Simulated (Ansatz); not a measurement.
**Ligand exchange: InH2Br + C2H6O → InH2(OH) + C2H5Br**

Species: InH2Br `[Br][InH2]`, singlet; C2H6O (ethanol) `CCO`, singlet; InH2(OH), singlet; C2H5Br (bromoethane) `CCBr`, singlet. The partners trade Br for OH: In–Br and C–OH bonds give way to In–OH and C–Br.

Shapes, held fixed at every level: PBE0-D4/def2-TZVP. Flexible molecules stand in one conformer, not always the lowest. Programs: Ansatz 0.2.0. The zero-point and thermal change to 298 K, harmonic and unscaled (PBE0-D4/def2-TZVP), is -4.7 kJ/mol.

```csv
level,kind,ΔH(298 K) (kJ/mol),less CCSD(T)/def2-TZVPP,CPU time (sum over the molecules)
HF/def2-TZVPP,Hartree–Fock,+99.9,+34.7,–
PBE-D4/def2-TZVPP,GGA,+63.7,-1.5,16 s
B3LYP-D4/def2-TZVPP,global hybrid,+69.5,+4.3,22 s
BHLYP-D4/def2-TZVPP,global hybrid,+83.2,+18.0,19 s
PBE0-D4/def2-TZVPP,global hybrid,+75.9,+10.7,17 s
wB97X-V/def2-TZVPP,range-separated hybrid,+72.3,+7.1,47 s
B2PLYP/def2-TZVPP,double hybrid,+66.7,+1.5,31 s
CCSD(T)/def2-TZVPP,coupled cluster or CI,+65.2,0.0,2.5 min
```

The highest level, CCSD(T)/def2-TZVPP, gives ΔH(298 K) = +65.2 kJ/mol; the levels span +63.7 to +99.9. The column of differences is taken from that level and isn't an error. No measured value is set beside it here. For atoms past krypton def2 sets carry core potentials with scalar relativity. Relativity is left out for Br unless named. Correlated rows may include outer-core shells of Br, In, which these sets cover unevenly. Times are processor times on shared x86 and Arm servers, and rough.
